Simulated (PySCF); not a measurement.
```xyz
4
charge -1 multiplicity 1, angstrom
Ni    0.0000    0.0000   -0.3737
I     0.0000    0.0000    2.0763
I     2.3956    0.0000   -0.9561
I    -2.3956    0.0000   -0.9561
```

These are results of PBE0/[Ni def2-SVPD, I def2-SVPD with ECP28], scalar-relativistic core potentials, density fitting, no spin–orbit coupling, PySCF, not measurements.

This geometry of NiI₃⁻ is a stationary point at this level.

**Question.** What is the point group?

**Answer.** C2v.

**Question.** Is it a minimum?

**Answer.** Yes: all harmonic wavenumbers are real, though the softest, 45 cm⁻¹, leaves little margin.

**Question.** List the harmonic modes with their infrared intensities.

**Answer.** 
```csv
symmetry,ω (cm⁻¹),IR (km/mol)
b2,45,1.2
a1,57,0.0
b1,81,0.6
a1,135,0.1
a1,254,4.1
b2,285,57.2
```

In C2v the vibrations span 2b2 + 3a1 + b1. Here b1 is antisymmetric to the molecular plane and b2 lies in it.

Stability towards spin polarisation was not tested. Other isomers or separated fragments may lie lower.
